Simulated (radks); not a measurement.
Results of a calculation; reference values are marked as such.
Q: The mean radii <r> (bohr) of the occupied orbitals of an atom or ion are listed with their occupations. Level of theory: Dirac Kohn-Sham, PBEsol, spin-unpolarised, spherical densities, point nucleus (a radial shooting solver on a logarithmic mesh with Libxc functionals).

| orbital | occ. | <r> |
|---|---|---|
| 1s1/2 | 2 | 0.02504 |
| 2s1/2 | 2 | 0.1043 |
| 2p1/2 | 2 | 0.08733 |
| 2p3/2 | 3 | 0.09303 |

Name the element and its charge. Open shells, if any, fill j = l - 1/2 first.

A: Z = 57, lanthanum, charge +48: La48+ in [He] 2s2 2p5. The 1s radius gives Z: for a bare nucleus <r> = (2 gamma + 1)/(2Z) with gamma = sqrt(1 - (Z/c)^2), 0.02473 bohr for Z = 57, and screening makes it slightly larger (0.02504 here). The occupations add up to 9, and the charge is Z minus that.
